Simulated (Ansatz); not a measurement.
K₂H₂, relaxed as a singlet with RKS r2SCAN-D4/def2-TZVP in Ansatz, starting from the GFN2-xTB geometry. Force threshold 0.02 eV/Å.

The structure comes from a short search, and lower isomers may exist.

Start:

| atom | x (Å) | y (Å) | z (Å) |
| --- | --- | --- | --- |
| K1 | -0.813 | 1.690 | 0.101 |
| K2 | 0.809 | -1.692 | -0.109 |
| H3 | -0.769 | -1.744 | 0.837 |
| H4 | 0.773 | 1.746 | -0.830 |

| step | energy (eV) | largest force component (eV/Å) | SCF passes |
| --- | --- | --- | --- |
| 1 | -32677.0426 | 2.478 | 23 |
| 2 | -32678.3076 | 0.652 | 26 |
| 3 | -32678.6431 | 0.429 | 24 |
| 4 | -32678.8997 | 0.276 | 24 |
| 5 | -32679.0032 | 0.056 | 24 |
| 6 | -32679.0057 | 0.004 | 26 |

Force components are those of the run's own axes.

End:

```xyz
4

K    -1.163    1.309    0.395
K     1.164   -1.308   -0.394
H    -1.000   -1.139    0.834
H     0.999    1.138   -0.835
```

Bonds formed: K1–H3, K2–H4 (atoms count from 1).

No frequencies were taken in this run, so the end may be a saddle point.

It took 15 s on 4 threads of Arm Neoverse N1 on a shared host.
